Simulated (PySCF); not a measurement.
# Structure from NMR data

The spectra below were simulated for a compound C$_{5}$H$_{8}$OSi.

1H NMR (400 MHz, computed): δ 6.72 (m, 1H), 5.87 (m, 1H), 5.82 (d, 1H), 5.05 (s, 3H), 2.96 (m, 2H).

13C{1H} NMR (computed): δ 170.3 (C), 141.4 (CH), 125.2 (CH), 114.7 (CH), 40.1 (CH2).

No solvent model, non-relativistic, equivalent nuclei averaged, single conformer. Shielding tensors at PBE0/pcSseg-1 (GIAO); GFN2-xTB structure; PySCF.

Shifts are taken against calculated references (same method and geometry level): TMS for 1H (σref 31.72), 13C (σref 186.93).

Task: Propose a structure and justify it.

Result: 
1. Rings plus π bonds: 3 (1 ring in the answer).
2. 5 carbon signals for 5 carbons: no two carbons are equivalent.
3. Carbon types of the structure: 1 × C, 3 × CH, 1 × CH2, leaving 3 H on heteroatoms.
4. δC 170.3: alkene carbon bearing oxygen; an sp2 carbon further deshielded by the attached heteroatom.
5. δC 141.4, 125.2: alkene CH; the olefinic region.
6. δC 114.7: β carbon of an enol-ether or enamine type C=C; the O or N lone pair pushes π density onto this β carbon and shields it.
7. δC 40.1: allylic sp3 CH2; aliphatic region, no heteroatom directly attached.
8. δH 6.72, 5.87: hydrogen on an alkene CH; olefinic region.
9. δH 5.82: hydrogen on a β carbon of an enol-ether or enamine type C=C; olefinic region.
10. δH 2.96: hydrogen on an allylic sp3 CH2; allylic position.

These data were computed for `InChI=1S/C5H8OSi/c7-6-5-3-1-2-4-5/h1-3H,4H2,7H3`.

This is the structure that produced the data.

Shifts are as computed. Against solution values, carbons near 30 ppm lie about +3 ppm off and those near 130 ppm about +5 ppm (rms about the fit 2.1 ppm; single classes can miss by 10 ppm). Of 1328 compounds with measured shifts, 309 miss one by over three times the rms of a fit or turn the order of signals round; such compounds aren't used in these exercises. Signals without a measured value on file couldn't be tested in this way; 1H shifts scatter by 0.2 ppm about their fit, and single ones miss by 0.5 ppm. Multiplicities follow the n + 1 count of equivalent neighbours, as no J values were calculated; m marks all less simple cases, F and P coupling included.
